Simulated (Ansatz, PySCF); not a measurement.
C6H15B, charge +1, doublet, geometry from GFN2-xTB (a state made from the parent by changing its charge; the spin is typed, not shown lowest). Base run: MP2/STO-3G (PySCF).

Input for PySCF:
```python
from pyscf import gto, scf, mp

mol = gto.Mole()
mol.atom = '''
    B     0.112563    0.061397    0.216062
    C     1.292336    0.216356   -0.793613
    C     1.144776   -0.116082   -2.269075
    H     2.115116   -0.391168   -0.393112
    H     1.606076    1.265979   -0.711798
    H     0.398337    0.519902   -2.741002
    H     0.881726   -1.162402   -2.407018
    H     2.081634    0.052937   -2.800175
    C    -1.374947   -0.141280   -0.404377
    C    -1.980926    1.209205   -0.715094
    H    -1.997227   -0.677674    0.310787
    H    -1.262843   -0.726814   -1.318822
    H    -1.386732    1.777781   -1.426656
    H    -2.144149    1.803737    0.180600
    H    -2.960596    1.040313   -1.172333
    C     0.193145    0.075711    1.778968
    C     0.659726   -1.272252    2.334351
    H    -0.732244    0.347171    2.289729
    H     0.927289    0.842645    2.060386
    H     1.605813   -1.579961    1.897676
    H    -0.073761   -2.055504    2.149866
    H     0.774085   -1.193867    3.414610
'''
mol.basis = 'sto-3g'
mol.charge = 1
mol.spin = 1
mol.verbose = 3
mol.build()

mf = scf.UHF(mol)
mf.kernel()

pt = mp.MP2(mf)
pt.kernel()
print('E(MP2) = %.10f' % pt.e_tot)
```

The same geometry, method and basis name were run in Ansatz (a quantum-chemistry and plane-wave program) and PySCF, at each program's defaults and at the settings that a row names. The base is PySCF at its defaults. Differences at the defaults can come from grids, fitting, cores and function types together.

| code and settings | ΔE vs base (µEh) | basis functions | E (Eh) | SCF cycles |
|---|---|---|---|---|
| PySCF, defaults (exact integrals, spherical functions, all electrons correlated) | 0.0 | 50 | -257.63227 | 15 |
| Ansatz, defaults (factorised integrals, spherical functions, frozen core) | 3699 | 50 | -257.62857 | - |
| PySCF, frozen core | 3655 | 50 | -257.62861 | 15 |
| Ansatz, high accuracy, frozen core | 3655 | 50 | -257.62861 | - |

Open shells are given as the SCF converged; they aren't shown to be the lowest states, and a large step between rows can be another state.
